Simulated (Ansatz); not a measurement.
Ideal-gas functions of `[F][SbH][SiH3]` at 298.15 K and 1 bar, from an Ansatz frequency run at PBE0-D4/def2-TZVP.

Molar mass 172.88 g/mol, point group C1 (symmetry number 1), electronic degeneracy 1, moments of inertia 67.736, 190.831, 246.776 u Å². Harmonic wavenumbers (cm⁻¹, unscaled): 95, 120, 300, 388, 469, 597, 612, 655, 849, 928, 939, 1935, 2211, 2233, 2245.

Use S(trans) = R[1.5 ln M + 2.5 ln T − 1.1517]; rotational temperatures θ = 24.2544 K / I; S(rot) = R[ln(√π/σ · √(T³/θAθBθC)) + 1.5]; for each mode x = 1.438777 ν̃/T, S = R[x/(eˣ − 1) − ln(1 − e⁻ˣ)] and H = RT x/(eˣ − 1); 1 cm⁻¹ = 0.0119627 kJ/mol; R = 8.31446 J/(mol·K).

Problem. By hand: the entropy, in J/(mol·K).

Solution. Translation 173.1. Rotation: θ = 0.3581, 0.1271, 0.0983 K, giving 110.8. Vibration, mode by mode: 14.87, 12.97, 5.93, 4.22, 3.10, 1.90, 1.80, 1.52, 0.72, 0.52, 0.50, 0.01, 0.00, 0.00, 0.00, in all 48.1. Electronic 0.0. Sum 332.0 J/(mol·K).

Problem. By hand: H − E and G − E in kJ/mol, counted from the electronic energy.

Solution. Zero-point energy ½ × 14576 × 0.0119627 = 87.2; thermal vibration 8.0; translation, rotation and pV give 4 RT = 9.9. H − E = 105.1 kJ/mol, and G − E = 105.1 − 298.15 × 332.0/1000 = 6.1 kJ/mol.

Vibration gives 14 % of the entropy, 27.8 J/(mol·K) of it from the modes under 150 cm⁻¹: soft modes count most, and the harmonic formula is weakest for them. The sum counts one conformer and one mirror image; others add a mixing term.
